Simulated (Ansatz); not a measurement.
System: sum formula H6Si2O3 (charge 0, singlet). 
Structure (B3LYP-D3(BJ)/def2-TZVP (Ansatz, a quantum-chemistry and plane-wave program) minimum search):
SMILES: O[Si](O)(O)[SiH3]
```xyz
11

O     -1.1515     0.5771     1.3434
Si    -0.2910     0.3175    -0.0330
O     -1.3285    -0.1281    -1.2227
O      0.4614     1.7603    -0.3213
Si     1.2439    -1.4378     0.1423
H     -0.8407     1.2728     1.9291
H     -2.1588     0.3516    -1.3052
H      1.0233     1.8354    -1.0967
H      0.5617    -2.7328     0.3725
H      2.1697    -1.1782     1.2731
H      2.0539    -1.5389    -1.0984
```
Charge 0, spin multiplicity 1.

Basis-set convergence of Hartree-Fock and CCSD correlation energies (hartree) with Ansatz. Valence correlation only, unless marked. Spin-orbit coupling is left out. No relativistic terms.

| basis | functions | E(HF) | E(corr, CCSD) |
|---|---|---|---|
| aug-cc-pV(D+d)Z | 187 | -806.14930 | -0.85494 |
| aug-cc-pV(T+d)Z | 386 | -806.24382 | -1.02307 |
| aug-cc-pV(Q+d)Z | 694 | -806.26608 | -1.07987 |

Extrapolating the two largest sets (X = 3 and 4) as X^-3: E(corr) = (64·(-1.07987) - 27·(-1.02307))/37 = -1.1213 Eh, an estimate of the basis-set limit. The largest set recovers 96.3 % of it, the smallest 76.2 %.
